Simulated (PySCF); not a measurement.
Zn(NH2)(SMe) (CH5NSZn), SMILES C[S][Zn][NH2].

The structure is a stationary point at ωB97X-D3(BJ)/def2-SVP. The structure was generated by enumeration; whether it is a known compound was not checked. One conformer was computed; it need not be the lowest.

Method: ωB97X-D3(BJ)/def2-SVP run with PySCF.

Frequencies are harmonic and unscaled.

```csv
mode,ν (cm⁻¹),IR (km/mol),Raman (Å⁴/amu),depolarisation,moving atoms (share of kinetic energy)
1,93,4.8,2.6,0.64,"N 38 %, C 25 %, H 19 %, Zn 16 %"
2,107,2.8,0.0,–,"H 62 %, N 19 %, Zn 16 %"
3,125,18.7,2.4,0.75,"H 77 %, N 11 %, Zn 9 %"
4,144,0.0,1.6,0.75,"H 69 %, S 14 %, Zn 13 %"
5,190,19.1,0.5,0.75,"Zn 31 %, C 27 %, S 18 %, H 12 %, N 12 %"
6,238,169.8,4.8,0.04,"H 82 %, N 16 %"
7,399,16.8,7.1,0.20,"S 69 %, Zn 17 %, N 9 %"
8,694,38.5,1.5,0.75,"H 85 %, N 14 %"
9,707,73.4,7.7,0.31,"N 62 %, Zn 25 %, H 12 %"
10,746,5.0,15.1,0.25,"C 58 %, S 31 %, H 11 %"
11,968,4.0,4.9,0.75,"H 84 %, C 14 %"
12,985,6.2,3.4,0.48,"H 82 %, C 16 %"
13,1360,11.2,3.7,0.69,"H 86 %, C 14 %"
14,1470,7.1,13.1,0.74,H 96 %
15,1473,7.9,18.8,0.75,H 95 %
16,1543,11.3,4.3,0.75,"H 91 %, N 9 %"
17,3075,31.0,127.0,0.01,H 97 %
18,3178,9.7,59.6,0.75,"H 90 %, C 10 %"
19,3184,3.6,105.4,0.68,"H 90 %, C 10 %"
20,3611,8.4,176.1,0.13,H 96 %
21,3700,14.9,103.9,0.75,"H 92 %, N 8 %"
```
